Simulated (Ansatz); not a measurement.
`[NH2][Zr]([NH2])([OH])[OH]`, charge 0, multiplicity 1.

Give a relaxed structure at PBE0-D4/def2-TZVP (Ansatz). (Estimate.)

Computed: 
Cartesian coordinates in Å:
```
N -1.304 -1.234 0.498
Zr -0.054 0.297 -0.029
N 1.735 -0.541 -0.558
O 0.356 1.450 1.479
O -0.933 1.225 -1.485
H -1.016 -2.131 0.863
H -2.307 -1.242 0.370
H 2.600 -0.414 -0.051
H 1.930 -1.049 -1.409
H 0.169 1.693 2.382
H -1.177 1.944 -2.060
```
This is one stationary point; other conformers may exist.
